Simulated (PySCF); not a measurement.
Electron correlation in Ag (silver, neutral)

[Kr] 4d10 5s1, 2S determinant. All numbers are calculated (PySCF 2.14, a scalar-relativistic core potential, in aug-cc-pwCVTZ-PP with ECP28MDF (8s8p7d4f3g, 122 functions)). Frozen: 4s2 4p6; 11 electrons correlated.

MP2 pair energies summed by pair of shells (mhartree):

| pair | energy | share (%) |
| --- | --- | --- |
| 4d-4d | -392.32 | 90.6 |
| 4d-5s | -40.63 | 9.4 |

Total MP2 correlation energy: -432.95 mhartree.

Same-spin part -155.58 and opposite-spin part -277.37 mhartree; SCS-MP2 scales them by 1/3 and 6/5 to -384.70 mhartree.
